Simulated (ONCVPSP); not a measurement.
**What the settings do to the ONCV potential of nitrogen**

Base potential:

N, optimised norm-conserving Vanderbilt (ONCV), made with ONCVPSP 4.0.1 (PBE, scalar-relativistic). Core [He], reference 2s2 2p2 (charge +1). Waves: 2s: rc 0.85 bohr, ncon 4, nbas 7, qcut 8.7 1/bohr, 2 projectors, debl 3.6 Ha; 2p: rc 2.15 bohr, ncon 3, nbas 7, qcut 6.5 1/bohr, 2 projectors, debl 1.1 Ha; d scattering state at 0.16 Ha: rc 1.85 bohr, ncon 4, nbas 8, qcut 5.9 1/bohr, 2 projectors, debl 2.2 Ha. Local part: polynomial inside 0.65 bohr (lpopt 5, dvloc0 0 Ha). Core correction: Teter function fitted to the true core (icmod 2), fcfact 0.25.

Cutoffs, loose and tight: the cutoffs (Ha) at which the residual kinetic energy of the hardest occupied pseudo-wave falls to 1 and 0.1 mHa per electron. They do not see the model core or the augmentation charge, which bear on the density cutoff. Test errors are all-electron minus pseudo excitation energies from the reference, over the configurations 2s2 2p3; 2s2 2p1; 2s2 2p0; 2s1 2p3. A dash means not determined; rows that change the core or the reference have their own tests.

A true bound ghost makes a file unfit for plane-wave use even where its test errors are small: the radial tests pick states by their node count and pass the ghost by.

| change | outcome | cutoff, loose | cutoff, tight | bound ghosts | GHOST(+) flags above zero | largest test error (meV) |
| --- | --- | --- | --- | --- | --- | --- |
| base | generated | 31 Ha | 40 Ha | none | none | +1703 |
| all radii but the core radius scaled by about 0.79 (s 0.68, p 1.70, d 1.46 bohr); local potential polynomial inside 0.52 bohr (lpopt 5, dvloc0 0 Ha) | failed: optimize: ERROR ps0norm > uunorm, code will stop | – | – | – | – | – |
| all radii but the core radius scaled by about 0.83 (s 0.70, p 1.78, d 1.54 bohr); local potential polynomial inside 0.54 bohr (lpopt 5, dvloc0 0 Ha) | generated | 180 Ha | 249 Ha | s, d | none | +1151 |
| all radii but the core radius scaled by about 1.07 (s 0.90, p 2.30, d 1.98 bohr); local potential polynomial inside 0.70 bohr (lpopt 5, dvloc0 0 Ha) | generated | 31 Ha | 42 Ha | none | d | +1929 |
| all radii but the core radius scaled by about 1.15 (s 0.98, p 2.46, d 2.12 bohr); local potential polynomial inside 0.74 bohr (lpopt 5, dvloc0 0 Ha) | generated | 30 Ha | 39 Ha | none | d | +2169 |
| all radii but the core radius scaled by about 1.18 (s 1.00, p 2.54, d 2.18 bohr); local potential polynomial inside 0.76 bohr (lpopt 5, dvloc0 0 Ha) | generated | 30 Ha | 39 Ha | none | d | +2280 |
| all radii but the core radius scaled by about 1.25 (s 1.06, p 2.68, d 2.30 bohr); local potential polynomial inside 0.80 bohr (lpopt 5, dvloc0 0 Ha) | generated | 29 Ha | 36 Ha | none | d | +2577 |
| all radii but the core radius scaled by about 1.32 (s 1.12, p 2.84, d 2.46 bohr); local potential polynomial inside 0.86 bohr (lpopt 5, dvloc0 0 Ha) | generated | 28 Ha | 34 Ha | none | d | +2884 |

(1) What comes out with this change to the base: all radii but the core radius scaled by about 0.89 (s 0.76, p 1.92, d 1.64 bohr); local potential polynomial inside 0.58 bohr (lpopt 5, dvloc0 0 Ha)?

(2) What comes out with this change to the base: all radii but the core radius scaled by about 0.96 (s 0.82, p 2.06, d 1.78 bohr); local potential polynomial inside 0.62 bohr (lpopt 5, dvloc0 0 Ha)?

Results:

(1) outcome: generated; cutoff, loose: 30 Ha; cutoff, tight: 173 Ha; bound ghosts: none; GHOST(+) flags above zero: s, d; largest test error (meV): +1361.

(2) outcome: generated; cutoff, loose: 31 Ha; cutoff, tight: 39 Ha; bound ghosts: none; GHOST(+) flags above zero: none; largest test error (meV): +1573.

Reading the sweep of the scale of all radii but the core radius (base = 1) (base included, trends over the rows without a ghost): The loose cutoff stays near 30 Ha. The median size of the test errors (rows with all tests solved) rises from 147.5 meV at 0.89 to 365.2 meV at 1.32. More of the atom is replaced by a form fitted at one configuration, so other configurations suffer as the radius grows. Bound ghosts are found at 0.83. The generation fails at 0.79.
